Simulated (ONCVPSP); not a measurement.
# Reading a pseudo-wave (Ti)

Columns: radius, all-electron u(r) and pseudo u(r) of the 3d shell (level -4.28 eV) of titanium in the configuration [Ne] 3s2 3p6 3d2 4s2; PBEsol, scalar-relativistic, ONCV scheme, ONCVPSP 4.0.1.

```tsv
r (bohr)	all-electron	pseudo
0.110	0.0392	0.0034
0.220	0.1685	0.0258
0.330	0.3297	0.0812
0.440	0.4782	0.1744
0.550	0.5962	0.3008
0.660	0.6807	0.4468
0.770	0.7338	0.5939
0.880	0.7607	0.7225
0.990	0.7676	0.8172
1.100	0.7600	0.8696
1.210	0.7423	0.8797
1.320	0.7180	0.8544
1.430	0.6894	0.8049
1.540	0.6585	0.7429
1.650	0.6266	0.6792
1.760	0.5946	0.6214
1.870	0.5630	0.5733
1.980	0.5325	0.5349
2.090	0.5032	0.5034
2.200	0.4753	0.4753
2.310	0.4489	0.4489
2.420	0.4238	0.4238
2.530	0.4002	0.4001
2.640	0.3778	0.3778
2.750	0.3566	0.3566
2.860	0.3366	0.3366
```

How many radial nodes do the two functions have?

The all-electron 3d function has n − l − 1 = 0; the pseudo-wave has 0.

At about which radius was the pseudo-wave matched?

2.20 bohr. The columns agree to 0.0005 from 2.09 bohr on; several derivatives are matched, so the curves merge somewhat inside the radius.

Is the pseudo-wave norm-conserving?

Yes: the ONCV scheme keeps the norm inside the radius equal to the all-electron one, which fixes the energy derivative of the logarithmic derivative at the level.
